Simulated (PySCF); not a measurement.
Molecule: SMILES BCCc1ccco1 (C6H9BO). Atoms near the plane z = 0.0 Å, at the GFN2-xTB optimised geometry (x, y, z in Å): C3 (-0.9, -1.1, 0.0), C4 (0.1, 0.0, 0.0), C5 (1.5, 0.0, 0.0), C6 (1.9, 1.3, 0.0), C7 (0.7, 2.1, 0.0), O8 (-0.4, 1.3, 0.0), H10 (-2.9, -3.1, 0.7), H13 (-1.7, -0.9, -0.6), H14 (-0.4, -2.0, -0.3), H15 (2.1, -0.9, 0.0), H16 (2.9, 1.7, 0.0), H17 (0.5, 3.1, 0.0).

Computed with B3LYP/def2-SVP run with PySCF. Cells within 0.4 Å of a nucleus heavier than hydrogen are left out (blank, or x). The values are rescaled to run from 0 to 1.

```
|222222222222222222222222222|
|222222222222333333222222222|
|222222222223333333322222222|
|222222222223345443322222222|
|222222222223479953332222222|
|222222222223599984333332222|
|222222222223599995433333222|
|222222211113799999666543322|
|22222221100599xx99999953322|
|222222210019999x9x999963322|
|222222211039xx999xx99943322|
|222222221149999999997433222|
|222222222359999999994332222|
|2222233335899xx9xx994332222|
|222233346999999999995332222|
|22233334899x999999996332222|
|22233334799x997569995332222|
|222333335999995445764332222|
|222223333599996333443332222|
|222223332348995333333322222|
|222223542234544333333222222|
|222223542233333333332222222|
|222222332223333333222222222|
|222222222223333332222222222|
|222222222222232222222222222|
|222222222222222222222222222|
|222222222222222222222222222|
```
Scale: ten equal steps from 0.000 (start of '0') to 1.00 (end of '9'), in the order '0123456789'; x runs from -5.50 to 5.50, y from -5.50 (bottom) to 5.50 (top).

Question: Which quantity is mapped?
A) electrostatic potential
B) log10 of the electron density
C) electron localisation function
D) Laplacian of the electron density

Answer: A, electrostatic potential. In full: electrostatic potential (hartree/e), clipped to [-0.08, 0.12].
